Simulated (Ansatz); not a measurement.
A nudged elastic band was laid between two geometries of CH6BN + H2O (12 atoms, charge 0, multiplicity 1).

The calculation used RKS B3LYP-D4/6-31G* (Ansatz).

```
movable images  : 7
climbing image  : yes
spring          : 5.0 eV/Å²
optimiser       : quadratic models (default)
start path      : through a guess of the saddle point
force threshold : 0.05 eV/Å
iteration limit : 60
end points      : relaxed
```

Initial state:

```xyz
12
Properties=species:S:1:pos:R:3
B 0.123 -0.368 0.273
N 0.152 -0.284 1.678
H -0.645 -0.492 2.264
H 1.010 -0.154 2.201
C 1.410 -0.137 -0.600
H 1.536 -0.930 -1.348
H 1.290 0.801 -1.159
H 2.340 -0.060 -0.022
H -0.946 -0.599 -0.224
O -0.539 2.591 0.504
H -1.423 2.375 0.171
H -0.344 1.856 1.110
```

Final state:

```xyz
12
Properties=species:S:1:pos:R:3
B -0.124 0.458 0.047
N 0.136 0.077 1.742
H -0.721 0.197 2.283
H 0.480 -0.872 1.889
C 1.310 0.184 -0.624
H 1.681 -0.842 -0.482
H 1.247 0.345 -1.708
H 2.087 0.873 -0.256
H -1.011 -0.332 -0.239
O -0.494 1.844 0.068
H -1.453 1.934 0.020
H 0.827 0.734 2.109
```

Problem. What changes between the two ends?

Solution. Bonds broken: O10–H12. Bonds formed: B1–O10, N2–H12. CH6BN + H2O becomes CH8BNO.

Problem. What energy profile does the band end with?

Solution. It converged. The highest image is number 3 of 0 to 8, 0.58 eV above the first end and 1.02 eV above the last; the last end lies 0.44 eV below the first. A vibrational analysis at the climbing image gives one clearly imaginary mode, 1190i cm⁻¹: a first-order saddle point. The orbitals stay closed-shell, which can raise the energy where a bond breaks towards radicals; this wasn't checked here.

```
image  path coordinate (Å)  energy (eV)  O10–H12 (Å)  B1–O10 (Å)  N2–H12 (Å)
    0                 0.00         0.00         0.97        3.04        2.27
    1                 0.69         0.02         0.97        2.90        2.23
    2                 1.38         0.18         0.98        2.31        1.96
    3                 2.07         0.58         1.18        1.66        1.37
    4                 2.59        -0.15         1.77        1.49        1.05
    5                 3.10        -0.39         2.31        1.44        1.02
    6                 3.61        -0.41         2.42        1.44        1.02
    7                 4.13        -0.43         2.52        1.44        1.02
    8                 4.64        -0.44         2.67        1.43        1.02
```

Problem. What is the geometry of the highest image?

Solution. 
```xyz
12
Properties=species:S:1:pos:R:3
B -0.030 0.249 0.164
N 0.052 0.042 1.727
H -0.667 -0.533 2.157
H 0.961 -0.211 2.106
C 1.333 0.028 -0.626
H 1.564 -1.042 -0.723
H 1.283 0.436 -1.643
H 2.191 0.505 -0.131
H -1.051 -0.206 -0.296
O -0.271 1.869 0.420
H -1.190 2.101 0.210
H -0.211 1.362 1.481
```

Problem. What are the harmonic wavenumbers there?

Solution. 1190i, 200, 282, 290, 394, 571, 665, 702, 770, 801, 812, 835, 923, 967, 1087, 1147, 1214, 1381, 1508, 1514, 1586, 1637, 1883, 2540, 3017, 3074, 3096, 3516, 3610, 3766 cm⁻¹.

The run took 2.9 min on 1 thread of Intel(R) Xeon(R) 6975P-C (Granite Rapids), with other jobs on the host, peak memory 0.17 GiB.
